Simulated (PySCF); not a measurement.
Cartesian coordinates in Å; atom numbers follow the order of the lines, from 1:
```xyz
15

Si    1.1266    0.9438    1.6836
Cl    0.9476    0.6914    3.6935
Cl    3.0878    0.6928    1.1645
Cl    0.5719    2.8464    1.1655
O     0.1593   -0.1377    0.9532
C    -0.5180   -0.0428   -0.3033
C    -1.5632   -1.1360   -0.3234
C     0.4743   -0.1389   -1.4453
H    -1.0199    0.9412   -0.3437
H    -1.0820   -2.1246   -0.2739
H    -2.1607   -1.0815   -1.2452
H    -2.2378   -1.0373    0.5387
H     1.1988    0.6892   -1.4168
H     1.0313   -1.0868   -1.3913
H    -0.0487   -0.0953   -2.4122
```

PySCF 2.14.0 with density-fitted response routines calculation with PBE0-D3(BJ)/def2-SVP geometry and shieldings: GIAO KT2/pcSseg-1; no solvent, no relativistic terms, one averaged value for each set of equivalent atoms, one conformer.

Scale: $^{13}$C, $^{1}$H, $^{29}$Si vs TMS; $^{35}$Cl vs HCl; H2O for $^{17}$O (reference shieldings calculated alike).

```tsv
atoms	nucleus	count	δ (ppm)
C7/C8	$^{13}$C	2	26.3
O5	$^{17}$O	1	154.4
Cl2/Cl3/Cl4	$^{35}$Cl	3	170
H9	$^{1}$H	1	4.47
C6	$^{13}$C	1	?
H10/H11/H12/H13/H14/H15	$^{1}$H	6	1.28
Si1	$^{29}$Si	1	?
```

Estimate the values marked ?.

Results:


- C6: 74.3 ppm, carbon bonded to 2 C, O, H
- Si1: -16.1 ppm, silicon bonded to 3 Cl, O

Shifts are as computed. Against solution values, carbons near 30 ppm lie about +2 ppm off and those near 130 ppm about -5 ppm. Of 1309 compounds with measured shifts, 239 miss one by over three times the rms of a fit or turn the order of signals round; such compounds aren't used in these exercises. The averaged Cl atoms aren't alike in the static structure (σ from 746 to 797 ppm); the average presumes fast exchange among these sites. Experimental scales use liquid or dissolved standards, which lie at an offset from isolated H2O (liquid H2O: subtract about 36 ppm).
